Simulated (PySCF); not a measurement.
C₄H₉FO₂S.
Cartesian coordinates in Å at the PBE0-D3(BJ)/def2-SVP level; atoms count from 1:
```
atom  x, y, z in Å
C1    -0.6830    1.5869   -0.4443
C2    -0.5145    0.2161    0.1591
C3    -1.6879   -0.7124   -0.0233
F4    -0.2219    0.3359    1.5001
S5     0.9512   -0.6403   -0.5937
C6     2.3568    0.1927    0.1198
O7     0.9073   -0.3710   -2.0311
O8     0.9656   -2.0129   -0.0944
H9     0.1875    2.2235   -0.2309
H10   -1.5720    2.0655   -0.0077
H11   -0.8060    1.5085   -1.5318
H12   -2.5880   -0.2509    0.4078
H13   -1.8574   -0.9011   -1.0928
H14   -1.4845   -1.6680    0.4770
H15    3.2262   -0.3644   -0.2545
H16    2.3927    1.2342   -0.2209
H17    2.2887    0.1180    1.2110
```

Theory: TDDFT B3LYP/def2-SVPD, vertical, gas phase, core orbitals frozen in the response (PySCF).

Excitation energies and transition dipoles (atomic units, axes of the coordinates) of those of the lowest 10 singlets that add 0.02 au or more to the mean polarisability:

| state | ΔE (hartree) | μx | μy | μz |
| --- | --- | --- | --- | --- |
| S1 | 0.2664 | -0.216 | -0.068 | -0.062 |
| S2 | 0.2756 | 0.637 | -0.032 | 0.023 |
| S3 | 0.2844 | -0.012 | 0.120 | -0.138 |
| S4 | 0.2931 | -0.630 | 0.231 | 0.160 |
| S5 | 0.2962 | -0.050 | 0.146 | -0.087 |
| S6 | 0.2988 | -0.161 | 0.117 | -0.082 |
| S7 | 0.3020 | 0.242 | -0.279 | 0.007 |
| S8 | 0.3080 | -0.103 | 0.023 | 0.075 |
| S9 | 0.3098 | -0.238 | -0.120 | -0.102 |
| S10 | 0.3103 | 0.139 | -0.007 | -0.021 |

Task: What does each state add to αxx, αyy and αzz, and how do the sums compare with the full static tensor?

Result: Each state adds 2 μα² / ΔE.

| state | αxx (au) | αyy (au) | αzz (au) |
| --- | --- | --- | --- |
| S1 | 0.35 | 0.04 | 0.03 |
| S2 | 2.94 | 0.01 | 0.00 |
| S3 | 0.00 | 0.10 | 0.13 |
| S4 | 2.71 | 0.36 | 0.17 |
| S5 | 0.02 | 0.14 | 0.05 |
| S6 | 0.17 | 0.09 | 0.05 |
| S7 | 0.39 | 0.51 | 0.00 |
| S8 | 0.07 | 0.00 | 0.04 |
| S9 | 0.37 | 0.09 | 0.07 |
| S10 | 0.13 | 0.00 | 0.00 |
| all 10 states | 7.1 | 1.4 | 0.5 |
| full response | 85.4 | 77.1 | 71.3 |
| share (%) | 8 | 2 | 1 |

The rest comes from the higher roots of the same response equations.

Task: Give the full tensor and its principal values.

Result: In au, rows and columns x, y, z:
```
x   85.4 -1.2 -0.4
y   -1.2 77.1  0.0
z   -0.4  0.0 71.3
```
Principal values 71.3, 76.9 and 85.6 au; mean 77.9 au (11.55 Å³).

Task: By how much does the contribution of these states grow at 1064 nm?

Result: With ω = 0.0428 hartree each state's term in the mean polarisability goes from f / ΔE² to f / (ΔE² − ω²), f = (2/3) ΔE |μ|²; the sum over all 10 states goes from 3.01 to 3.08 au, a rise of 0.07 au.

A one-level model with all 50 active electrons at a single energy would need ΔE = √(N/α) = 21.8 eV to give this α, against S1 at 7.25 eV.

One conformer stands for the species.
